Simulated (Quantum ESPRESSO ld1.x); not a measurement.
Values are calculated unless marked as measured or tabulated.
Task: Rh5+, 40 electrons, occupied as [Kr] 4d4. Code: ld1.x of Quantum ESPRESSO 7.5. Model: non-relativistic Kohn-Sham, LDA (Slater exchange, VWN5 correlation), spin-unpolarised, spherical densities, point nucleus; relativity is left out, which matters for an element this heavy. Some entries of the table are withheld. Estimate them.

orbital  occ.  eigenvalue (eV)  <r^2> (bohr^2)
1s          2       -22418.496        0.001536
2s          2        -3253.347             (1)
2p          6              (2)         0.01933
3s          2         -638.915             (3)
3p          6         -547.771          0.1822
3d         10         -379.275             (4)
4s          2         -147.052             (5)
4p          6         -118.407             (6)
4d          4          -71.689           1.803

Result: 
(1) 2s <r^2> (bohr^2): 0.02553
(2) 2p eigenvalue (eV): -3023.398
(3) 3s <r^2> (bohr^2): 0.1862
(4) 3d <r^2> (bohr^2): 0.1632
(5) 4s <r^2> (bohr^2): 1.094
(6) 4p <r^2> (bohr^2): 1.249
